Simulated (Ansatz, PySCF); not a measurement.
Pair of molecules: CH4 (SMILES C) (first 5 atoms) with C3H8 (SMILES CCC); geometry from B3LYP-D3(BJ)/def2-TZVP.
(charge 0, multiplicity 1):
| atom | x (Å) | y (Å) | z (Å) |
|---|---|---|---|
| C | 0.0176 | 0.1592 | 0.1747 |
| H | 0.1125 | 0.2671 | -0.9049 |
| H | -0.8960 | -0.3864 | 0.4061 |
| H | 0.8746 | -0.3891 | 0.5626 |
| H | -0.0223 | 1.1443 | 0.6370 |
| C | 0.4182 | -1.2951 | 3.8285 |
| C | 0.4876 | 0.2238 | 3.9603 |
| C | -0.8904 | 0.8801 | 3.9489 |
| H | 1.4130 | -1.7449 | 3.8352 |
| H | -0.1518 | -1.7342 | 4.6511 |
| H | -0.0726 | -1.5847 | 2.8964 |
| H | 1.0915 | 0.6323 | 3.1452 |
| H | 1.0084 | 0.4859 | 4.8861 |
| H | -0.8192 | 1.9656 | 4.0417 |
| H | -1.4211 | 0.6587 | 3.0201 |
| H | -1.5054 | 0.5145 | 4.7751 |

Counterpoise-corrected where a basis set is named; no monomer relaxation. Rows marked so take none.

Rows in 3-21G, 6-31G* carry no dispersion term and start afresh at each structure (6-31G* with six Cartesian d functions). MP2/6-31G* freezes PySCF's default core.

Run with Ansatz (Gaussian basis) for Hartree–Fock, density functionals and correlated methods; PySCF for 3-21G rows, 6-31G* rows, the dispersion terms. 

One of these levels gives 1.3 kJ/mol for the interaction energy. Which?
A. MP2/6-31G* (no counterpoise)
B. PBE0-D4/def2-TZVPPD
C. HF/3-21G (no counterpoise)

C, HF/3-21G (no counterpoise). The others give -4.5 (PBE0-D4/def2-TZVPPD), -2.0 (MP2/6-31G* (no counterpoise))

Ansatz is a quantum-chemistry and plane-wave program.
